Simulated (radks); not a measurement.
Species: the nickel ion Ni+. Configuration: [Ar] 3d9. All-electron calculation, scalar-relativistic Kohn-Sham, r2SCAN, spin-unpolarised, spherical densities, finite nucleus; meta-GGA in the generalised Kohn-Sham scheme; Fermi nuclear charge, rms radius 3.7757 fm. Program: a radial shooting solver on a logarithmic mesh with Libxc functionals.

Unscreened Slater integrals over Kohn-Sham orbitals (eV).

| integral | value |
|---|---|
| F0(3d,3d) | 24.274 |
| F2(3d,3d) | 10.794 |
| F4(3d,3d) | 6.6376 |
| F0(3d,3p) | 27.308 |
| F2(3d,3p) | 12.546 |
| G1(3d,3p) | 15.531 |
| G3(3d,3p) | 9.3248 |
| F0(3d,3s) | 27.919 |
| G2(3d,3s) | 11.685 |
| F0(3d,2p) | 35.167 |
| F2(3d,2p) | 6.3414 |
| G1(3d,2p) | 4.6394 |
| G3(3d,2p) | 2.6324 |
| F0(3p,3p) | 31.340 |
| F2(3p,3p) | 15.632 |
| F0(3p,3s) | 32.124 |
| G1(3p,3s) | 21.258 |
| F0(3p,2p) | 42.723 |
| F2(3p,2p) | 8.3947 |
| G0(3p,2p) | 3.2328 |
| G2(3p,2p) | 3.3928 |
| F0(3s,3s) | 32.982 |
| F0(3s,2p) | 43.971 |
| G1(3s,2p) | 3.5545 |
| F0(2p,2p) | 115.49 |
| F2(2p,2p) | 54.465 |

Derived for the open shells (J is the average intra-shell exchange parameter used in DFT+U). 3d: Racah B = F2/49 - 5 F4/441 = 0.1450 eV, C = 35 F4/441 = 0.5268 eV, C/B = 3.63, F4/F2 = 0.615, J = (F2 + F4)/14 = 1.245 eV.
